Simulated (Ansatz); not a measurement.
Geometry optimisation, RKS B3LYP-D4/def2-SVP in Ansatz.

Input file:

```yaml
crystal:
  periodic: [false, false, false]
  atoms:
    - { symbol: B, position_ang: [-0.20105, 1.07513, -0.62571] }
    - { symbol: C, position_ang: [-0.10484, -0.15567, 0.29883] }
    - { symbol: C, position_ang: [0.74218, -1.17836, -0.13005] }
    - { symbol: "N", position_ang: [-0.77558, -0.28073, 1.45802] }
    - { symbol: H, position_ang: [0.41388, 1.16187, -1.63834] }
    - { symbol: H, position_ang: [-0.89932, 2.00484, -0.36653] }
    - { symbol: H, position_ang: [0.88071, -2.08751, 0.44042] }
    - { symbol: H, position_ang: [1.29258, -1.09912, -1.05641] }
    - { symbol: H, position_ang: [-1.34857, 0.55956, 1.61977] }
total_charge: -1
basis:
  gaussian: { orbitals: def2-SVP }
hamiltonian:
  xc: b3lyp
  dispersion: d4
relax:
  f_tol: 0.015
  max_steps: 40
```

Run as:

```bash
$ ansatz run input.yaml --threads 1 --pin off --max-ram 2048MiB --backend cpu --events-out ev --progress --plain --runs-dir out
```

Where does it end, and by what steps?

The forces met the threshold. The force dipped under the threshold on the way, but the program's further checks kept it going. Limits of this set-up: an anion without diffuse functions, the dipole of an ion depends on the origin. After 26 steps the energy has fallen by 0.967 eV; H6 moved furthest, 1.73 Å. Joined: B1–C3.

| step | energy less start (eV) | largest force component (eV/Å) | accepted |
| --- | --- | --- | --- |
| 0 | 0.0000 | 0.973 | yes |
| 1 | -0.0826 | 0.472 | yes |
| 2 | -0.0950 | 0.086 | yes |
| 3 | -0.0948 | 0.075 | no |
| 4 | -0.0954 | 0.014 | yes |
| 5 | -0.0955 | 0.010 | yes |
| 6 | -0.0959 | 0.056 | yes |
| 7 | -0.0969 | 0.085 | yes |
| 8 | -0.0996 | 0.132 | yes |
| 9 | -0.1063 | 0.176 | yes |
| 10 | -0.1196 | 0.218 | yes |
| 11 | -0.1430 | 0.286 | yes |
| 12 | -0.1797 | 0.344 | yes |
| 13 | -0.2764 | 0.512 | yes |
| 14 | -0.3968 | 0.536 | yes |
| 15 | -0.5790 | 0.887 | yes |
| 16 | -0.7560 | 0.648 | yes |
| 17 | -0.8866 | 0.571 | yes |
| 18 | -0.8571 | 0.968 | no |
| 19 | -0.9317 | 0.182 | yes |
| 20 | -0.9458 | 0.332 | yes |
| 21 | -0.9527 | 0.216 | yes |
| 22 | -0.9637 | 0.141 | yes |
| 23 | -0.9658 | 0.098 | yes |
| 24 | -0.9662 | 0.089 | yes |
| 25 | -0.9665 | 0.021 | yes |
| 26 | -0.9667 | 0.013 | yes |

```xyz
9
Properties=species:S:1:pos:R:3
B -0.150 0.654 -0.814
C -0.137 0.036 0.625
C 0.480 -0.837 -0.416
N -0.331 -0.096 1.888
H 0.645 1.559 -1.079
H -1.215 0.686 -1.434
H -0.055 -1.774 -0.649
H 1.569 -0.995 -0.338
H -0.805 0.766 2.217
```

Whether the end is a true minimum wasn't checked by a vibrational analysis.

Run time: 80 s on 1 thread of Arm Neoverse V1 (shared host), peak memory 0.15 GiB.
